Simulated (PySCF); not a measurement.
Cl₃Y, singlet, at a GFN2-xTB geometry (such geometries of metal compounds can be far from the true shape) (core potentials on Y). Base run: PBE0/def2-SVP (PySCF).

The PySCF input:
```python
from pyscf import gto, scf, dft

mol = gto.Mole()
mol.atom = '''
    Y     0.232733    0.605988    0.376407
    Cl    1.713069   -0.829119   -0.868297
    Cl   -0.876407   -1.257959    1.423178
    Cl   -1.370579    0.696870   -1.418403
'''
mol.basis = 'def2-svp'
mol.ecp = {'Y': 'def2-svp'}
mol.charge = 0
mol.spin = 0
mol.verbose = 5
mol.build()

mf = dft.RKS(mol)
mf.xc = 'pbe0'
mf.kernel()
```

The base run was repeated with changes; each row names its change, and settings that it needs were set with it.

```csv
change,ΔE vs base (µEh),grid points,electrons on the grid,outcome
base,0.0,78520,62.00000,converged
grids.prune = dft.gen_grid.treutler_prune,-0.3,77344,62.00000,converged
"grids.atom_grid = (30, 110)",-1877,9696,62.00173,converged
"grids.atom_grid = (150, 974)",-3.8,292600,62.00000,converged
grids.becke_scheme = stratmann,-1.0,78520,62.00000,converged
grids.level = 4,-4.0,118200,62.00000,converged
grids.level = 7,-3.5,346864,62.00000,converged
grids.radi_method = delley,0.3,77448,62.00000,converged
grids.prune = dft.gen_grid.sg1_prune,-,-,-,input refused
grids.prune = off,-0.1,145392,62.00000,converged
"grids.atom_grid = (75, 302)",-7.3,54240,61.99999,converged
```

- grids.prune = dft.gen_grid.sg1_prune: ended with `IndexError: index 39 is out of bounds for axis 0 with size 19`
